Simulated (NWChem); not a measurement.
# C$_{4}$H$_{5}$Si, doublet; SMILES C1[C]=C[SiH2]C=1

```xyz
10

C      0.8751     1.2222     0.0000
C      1.4375     0.0192     0.0000
Si    -0.0678    -1.1291     0.0000
C     -1.3055     0.2904     0.0000
C     -0.5816     1.4328     0.0000
H      2.4997    -0.1995     0.0000
H     -0.1626    -1.9961     1.2075
H     -0.1626    -1.9961    -1.2075
H     -2.3917     0.2862     0.0000
H     -0.9992     2.4374     0.0000
```
Atoms are numbered in this order, from 1.

Results from NWChem. Spin-unrestricted. In the optimisation the excess spin sits in a' (Cs, its own frame). Coordinates come from a B3LYP/6-31G* (spherical d), spin-unrestricted optimisation. No stability test was run on the SCF state. Fermi-contact couplings, non-relativistic, static geometry.

For level PBE0/pcJ-1:

```yaml
A(iso) 13C atom 1 (MHz): 354
A(iso) 13C atom 2 (MHz): -14.4
A(iso) 13C atom 5 (MHz): 42.4
A(iso) 1H atom 6 (MHz): 75.2
```

Task: What are these values for level TPSSh/pcJ-1?

Result: 
| Item | Value |
|---|---|
| A(iso) 13C atom 1 (MHz) | 340 |
| A(iso) 13C atom 2 (MHz) | -15.4 |
| A(iso) 13C atom 5 (MHz) | 44.3 |
| A(iso) 1H atom 6 (MHz) | 76.8 |
